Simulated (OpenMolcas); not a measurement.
# Lines of Mo3+: computed and rescaled rates

```json
{
 "Program": "OpenMolcas 26.06",
 "Method": "MS-RASPT2, IPEA 0.25 Eh, imaginary shift 0.1 Eh (closed shells correlated: 4s)",
 "Basis": "ANO-RCC-VQZP [8s7p5d3f2g1h]",
 "Scalar Hamiltonian": "DKH2, point nucleus",
 "Active space": "9 electrons in 8 orbitals (RAS1 4p, at most 2 holes; RAS2 4d)",
 "State averaging": "2S+1 = 4 even, 10 roots; 2S+1 = 2 even, 40 roots",
 "Spin-orbit coupling": "state interaction with AMFI integrals over the reference wave functions, term energies averaged over their components"
}
```

Rates come from the transition moments of the reference wave functions (E1 and E2 in the length form). At fixed line strength A goes as λ^-3 for E1 and M1 and as λ^-5 for E2, so a rate at the computed wavelength can be rescaled to the measured one. Measured vacuum wavelengths follow from level energies in Sugar and Musgrove, J. Phys. Chem. Ref. Data 17, 155 (1988). Branching counts decays inside the model space alone, at computed energies, and the table is only a selection of the E2 and M1 lines, drawn from those between levels with measured partners whose computed energy lies within a factor of 1.5 of the measured one.

```csv
Upper,Lower,Type,λ computed (nm),λ measured (nm),A computed (s-1),A rescaled (s-1),Branching %
4d3 2D 3/2(2),4d3 2G 7/2,E2,352.2,361.7,6.10e+00,5.34e+00,54.7
4d3 2D 5/2(2),4d3 2G 9/2,E2,366.8,375.8,4.05e+00,3.59e+00,37.4
4d3 2D 5/2(1),4d3 4F 7/2,M1,637.1,664.5,9.96e-01,,72.3
4d3 2D 3/2(1) [65 %],4d3 4F 5/2,M1,600.9,612.4,8.22e-01,,47.3
4d3 2G 9/2,4d3 4F 9/2,M1,1040,1059,4.95e-01,,66.7
4d3 2D 3/2(1) [65 %],4d3 4F 3/2,M1,573.6,584.5,4.38e-01,,25.2
4d3 2P 1/2,4d3 4P 1/2,M1,2802,2494,3.04e-01,,93.1
4d3 2G 7/2,4d3 4F 5/2,M1,907.9,925.7,2.64e-01,,52.1
4d3 2G 9/2,4d3 4F 7/2,M1,931.1,947.8,2.43e-01,,32.7
4d3 2F 7/2,4d3 4F 9/2,M1,445.6,456.2,2.38e-01,,31.2
4d3 2G 7/2,4d3 4F 7/2,M1,998.2,1018,2.34e-01,,46.1
4d3 2F 7/2,4d3 2G 7/2,M1,738,757.2,2.26e-01,,29.7
4d3 2F 5/2,4d3 4F 3/2,M1,389.1,398.4,2.07e-01,,34.6
4d3 2H 9/2,4d3 2G 9/2,M1,2694,2714,1.84e-01,,42.5
4d3 2H 9/2,4d3 2G 7/2,M1,2255,2265,1.58e-01,,36.6
4d3 2F 5/2,4d3 2G 7/2,M1,719.9,739.7,1.39e-01,,23.2
4d3 2H 11/2,4d3 2G 9/2,M1,2466,2471,1.23e-01,,94.8
4d3 4F 7/2,4d3 4F 5/2,M1,10030,10190,4.27e-02,4.07e-02,100.0
4d3 4F 9/2,4d3 4F 7/2,M1,8881,9051,3.83e-02,3.62e-02,100.0
4d3 4P 3/2,4d3 4F 3/2,M1,940.4,968,3.69e-02,,41.4
4d3 4P 5/2,4d3 4P 3/2,M1,7139,7804,3.65e-02,2.79e-02,43.1
4d3 4P 1/2,4d3 4F 3/2,E2,934.7,967.3,3.48e-02,2.93e-02,66.9
4d3 4P 3/2,4d3 4F 5/2,M1,1016,1047,2.28e-02,,25.6
4d3 4F 5/2,4d3 4F 3/2,M1,12600,12850,2.14e-02,2.02e-02,100.0
4d3 4P 1/2,4d3 4F 5/2,E2,1010,1046,1.47e-02,1.23e-02,28.2
```

Spin-changing lines and M1 lines between different terms are not rescaled, since their strength hangs on the term gaps too.

The largest correction is for 4d3 4P 5/2 → 4d3 4P 3/2 (M1): 3.65e-02 × (7139 / 7804)^3 = 2.79e-02 s-1, a factor of 0.77.

The computed rate and branching of 4d3 4F 5/2 → 4d3 4F 3/2 give the upper level a radiative lifetime of 1.000 / 2.14e-02 s-1 = 4.67e+01 s, counting decays inside the model space alone. The rescaled rate gives about 5.0e+01 s.

The computed order of these levels differs from the measured one in 1 place, and where term gaps are wrong the rates of spin-changing lines can be off by large factors.

These are rates of the free ion; in crystals, glasses and complexes forced electric-dipole and non-radiative decay shorten such lifetimes by orders of magnitude. No measured rate stands beside these. Rescaling mends the energy factor alone: line strengths can still be far off where a level mixes with configurations outside the active space, and weak or spin-changing lines hang on small mixing coefficients that depend on the term gaps too, so rescaling need not improve them.

CASPT2 breaks the degeneracy within a term, and the mean is taken; among the terms shown or strongly mixed into the levels shown the widest spread is 1400 cm-1 (4d3 4F). Active for correlation alone: 4p; no level in the range computed is led by a configuration that opens it, so any true level of that kind is missing. The CASPT2 spread within a term exceeds the gap to the next term for 4d3 2H and 4d3 2D(1), so the order of their levels is uncertain. Measured partners are found by configuration, term and J. A level has none where our copy of the source lacks it or the pairing is in doubt (some pairs that miss far off the trend of their configuration count as doubtful). Levels of configurations outside the active space are missing.

A share in square brackets marks a mixed level and gives the weight of the term that names it. A number in round brackets counts repeated terms of one configuration in the order of the reference energies.
